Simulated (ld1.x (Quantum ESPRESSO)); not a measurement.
Results of a calculation; reference values are marked as such.
Hardness and transferability of assorted potentials

Generated with ld1.x 7.5 (TM, RRKJ, ultrasoft, PAW), atompaw 4.2 or ONCVPSP 4.0.1. The cutoff is in Ry: for ld1.x and atompaw files where the sum of valence levels is converged to 10 mRy in a Bessel basis, for ONCV files where the hardest occupied wave has 1 mHa per electron of residual kinetic energy. The error is the largest all-electron minus pseudo excitation energy over each file’s own four to seven test configurations (ionisations up to +4, promotions, holes and added fractions of an electron), all of which were solved. The labels leave out finer settings (local radius, basis sizes, second energies), which also bear on the numbers. Spin-polarised tests are not counted. The rows are a selection from randomly drawn settings: files with unsolved tests, undetermined cutoffs or missed reference levels are left out.

A true bound ghost makes a file unfit for plane-wave use even where its test errors are small: the radial tests pick states by their node count and pass the ghost by.

| element | potential | cutoff (Ry) | largest error (meV) | bound ghosts |
| --- | --- | --- | --- | --- |
| B | TM, PBE, non-relativistic, rc 1.20/1.95/1.70 (spd), local d, core correction no, reference 2s2 2p1 | 25 | +116 | none |
| Ar | PAW, PBEsol, scalar-relativistic, rc 1.35/1.55 (sp), local smoothed, core correction yes, reference 3s2 3p6 | 30 | -67 | none |
| Os | PAW, BLYP, scalar-relativistic, rc 2.40/4.20/1.65 (spd), local smoothed, core correction yes, reference 5d6 6s2 6p0 | 40 | -114 | none |
| Pb | RRKJ, revPBE, non-relativistic, rc 3.22/1.95 (sp), local s, core correction no, reference 6s2 6p2 | 30 | +76 | p |

Problem. Fill in the row for Zn: TM semilocal, LDA (PZ), non-relativistic, rc 2.20/2.80/1.00 (spd), local d, core correction yes, reference 3d10 4s2 4p0.

Solution. cutoff 230 Ry, largest error -174 meV, bound ghosts: none.

Problem. Fill in the row for H: ultrasoft, PBE, non-relativistic, rc 1.25/1.20 (sp), local smoothed, core correction no, reference 1s0.75.

Solution. cutoff 15 Ry, largest error +0.1 meV, bound ghosts: none.

Problem. Fill in the row for Ge: TM semilocal, PBE, scalar-relativistic, rc 1.45/2.00 (sp), local p, core correction yes, reference 4s2 4p0.

Solution. cutoff 35 Ry, largest error -92 meV, bound ghosts: none.
